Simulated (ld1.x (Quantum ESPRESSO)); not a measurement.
## carbon: excitation energies, all-electron against PAW

C, PAW, made with ld1.x (Quantum ESPRESSO) 7.5 (PBEsol, scalar-relativistic). Core [He], reference 2s2 2p1 (charge +1). Waves: 2s (bound): rcut 0.70, rcutus 0.95 bohr; 2s channel at -0.85 Ry: rcut 0.70, rcutus 0.95 bohr; 2p (bound): rcut 2.30, rcutus 2.95 bohr; 2p channel at 1 Ry: rcut 2.30, rcutus 2.95 bohr; 3d channel at 0.15 Ry: rcut 2.20, rcutus 2.85 bohr. Local part: all-electron potential smoothed inside 1.85 bohr (lloc = -1). Core correction: Bessel-smoothed model core inside 0.60 bohr. Augmentation charge: PSQ, inside the norm-conserving radii.

Energies are relative to the spin-unpolarised reference configuration 2s2 2p1; without spin polarisation the order of configurations can differ from experiment. The frozen-core shift is the all-electron ΔE with the core orbitals held at their reference shape minus the fully relaxed ΔE.

| valence configuration | charge | ΔE all-electron (eV) | error AE − PS (meV) | frozen-core shift (meV) |
| --- | --- | --- | --- | --- |
| 2s2 2p0 | +2 | 24.019 | -2.6 | +2.1 |
| 2s1 2p3 | 0 | -2.362 | +6.2 | +0.5 |
| 2s1 2p2 | +1 | 8.713 | -0.3 | +0.4 |
| 2s2 2p1.5 | +0.5 | -6.856 | +0.9 | +0.1 |
| 2s0 2p4 | 0 | 6.084 | +5.2 | +1.4 |

(1) What are ΔE and the potential's error for 2s2 2p2?

(2) What are ΔE and the potential's error for 2s1 2p0?

Levels in the configuration 2s1 2p2:

```csv
level,all-electron (eV),pseudo (eV)
2s,-25.728,-25.729
2p,-17.016,-17.015
```

Results:

(1) ΔE = -10.789 eV all-electron; the error (AE − PS) is +5.4 meV.

(2) ΔE = 71.982 eV all-electron; the error (AE − PS) is -14 meV.
